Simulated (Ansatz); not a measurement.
Ansatz results at the PBE0-D4/def2-TZVP geometry: HOMO–LUMO gap (PBE0/def2-TZVPP) 6.02 eV; HOMO energy (PBE0/def2-TZVPP) -7.48 eV; HOMO–LUMO gap (ωB97M-V/def2-TZVPP) 9.95 eV.

Each molecule was computed in one conformer, which needn't be the lowest.

Problem. Which molecule gave them?
A. `B[CH]([GaH2])[SiH2]F`
B. `F[CH]([GaH2])B[SiH3]`
C. `[BH2][GaH][CH2][SiH2]F`
D. `BCOC`

Solution. B. The others give `[BH2][GaH][CH2][SiH2]F`: 5.82, -7.18, 9.62; `B[CH]([GaH2])[SiH2]F`: 6.19, -8.56, 10.11; `BCOC`: 6.17, -7.53, 10.50.
